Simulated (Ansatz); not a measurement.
Basis-set extrapolation for `C=CCOB(O)O` (PBE0-D4/def2-TZVP geometry, frozen core, Ansatz 0.2.0). Multiplicity 1, RHF reference.

```json
{"": "HF", "def2-TZVPP": "-367.253951", "def2-QZVPP": "-367.271223"}
{"": "MP2 correlation", "def2-TZVPP": "-1.293853", "def2-QZVPP": "-1.390174"}
{"": "CCSD(T) correlation", "def2-TZVPP": "-1.381703", "def2-QZVPP": "not run"}
```

Energies in hartree. Use E(X) = E(∞) + A·exp(−7.88·√X) for Hartree–Fock and E(X) = E(∞) + B·X^(−2.97) for correlation, with X = 3 and 4, and add CCSD(T) minus MP2 of the smaller set to the MP2 limit.

Question: What is the CCSD(T) energy at the basis-set limit?

Answer: HF limit: -367.271223 + (-0.017272) × 0.13774 = -367.27360. MP2 limit: -1.390174 + (-0.096321) × 0.74074 = -1.46152. Higher-order term: -1.381703 − (-1.293853) = -0.08785. Total: -368.82297 hartree, 491.8 kJ/mol below CCSD(T)/def2-TZVPP.
